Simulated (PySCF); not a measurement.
**Correlation energy of As⁺ (arsenic, charge +1)**

[Ar] 3d10 4s2 4p2, high-spin 3P determinant. Computed with PySCF 2.14 in x2c-TZVPPall (6s5p4d1f, 48 functions), with the spin-free X2C one-electron Hamiltonian (Gaussian nucleus). Frozen: [Ne]; 22 electrons correlated.

```
  level  correlation energy (mhartree)
   CCSD                        -300.99
    (T)                          -7.06
CCSD(T)                        -308.05
```

Diagnostics: T1 = 0.0061, D1 = 0.0230, largest double amplitude 0.086.

Problem. Is a single reference adequate?

Solution. Mostly. T1 lies below 0.03, but a double amplitude of this size points to a near-degeneracy that CCSD handles and MP2 describes poorly.

This basis was not built for core-valence correlation, so the inner-shell part is incomplete.
